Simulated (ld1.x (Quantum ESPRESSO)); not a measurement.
**Varying the TM potential for Te**

Base potential:

ld1.x (Quantum ESPRESSO) 7.5 input, shortened:

```
&input
   title='Te', zed=52., rel=2, dft='REVPBE', iswitch=3,
   config='[Kr] 4d10 5s2 5p4', rel_dist='average'
 /
 &inputp
   pseudotype=2, tm=.true., lloc=2,
   nlcc=.false.
 /
3
5S  1  0   2.00   0.00  1.45  1.45  0.0
5P  2  1   4.00   0.00  1.85  1.85  0.0
4D  3  2  10.00   0.00  1.05  1.05  0.0
 &test
   configts(1)='4d10 5s2 5p4'
 /
```

Open shells are filled in proportion to 2j + 1 (rel_dist='average').

Cutoffs, loose and tight: the cutoffs (Ry, on a coarse ladder) from which the occupation-weighted sum of valence levels, in a spherical-Bessel basis at the reference potential, stays within 10 and 1 mRy of its value at 400 Ry. They do not see the model core or the augmentation charge, which bear on the density cutoff. Test errors are all-electron minus pseudo excitation energies from the reference, over the configurations 4d10 5s2 5p3; 4d10 5s2 5p2; 4d10 5s2 5p1; 4d9 5s2 5p5; 4d10 5s1 5p5; 4d9 5s2 5p4; 4d10 5s0 5p6. A dash means not determined; rows that change the core or the reference have their own tests.

A true bound ghost makes a file unfit for plane-wave use even where its test errors are small: the radial tests pick states by their node count and pass the ghost by.

| change | outcome | cutoff, loose | cutoff, tight | bound ghosts | largest test error (meV) |
| --- | --- | --- | --- | --- | --- |
| base | generated, misses its reference levels by 0.89 eV | 120 Ry | 200 Ry | s, p3/2, p1/2 | -275 |
| type RRKJ; local potential the s channel | generated | 140 Ry | 260 Ry | none | -365 |
| wave 5p (bound): rc 1.85 bohr becomes 5p (bound): rc 2.54 bohr | generated, misses its reference levels by 0.89 eV | 120 Ry | 200 Ry | s, p3/2, p1/2 | -261 |
| wave 5s (bound): rc 1.45 bohr becomes 5s (bound): rc 1.64 bohr | generated, misses its reference levels by 0.89 eV | 120 Ry | 180 Ry | s, p3/2, p1/2 | -285 |
| core [Kr] 4d10, valence charge 6; reference 5s2 5p3.5; waves now 5p (bound): rc 2.20 bohr; 5s (bound): rc 1.40 bohr; local potential the s channel; core correction Bessel-smoothed model core inside 1.30 bohr | generated | 60 Ry | 160 Ry | d | -82 |
| scalar-relativistic | generated | 120 Ry | 200 Ry | s, p | -295 |
| wave 4d (bound): rc 1.05 bohr becomes 4d (bound): rc 1.20 bohr | generated, misses its reference levels by 0.89 eV | 110 Ry | 180 Ry | s, p3/2, p1/2 | -280 |
| functional LDA (PZ) | generated, misses its reference levels by 0.89 eV | 120 Ry | 200 Ry | s, p3/2, p1/2 | -254 |

Q: What comes out with this change to the base: all radii scaled by about 0.84 (s 1.22, p 1.56, d 0.88 bohr)?

A: outcome: generated, misses its reference levels by 0.89 eV; cutoff, loose: 160 Ry; cutoff, tight: 300 Ry; bound ghosts: s, p1/2, p3/2; largest test error (meV): +336.
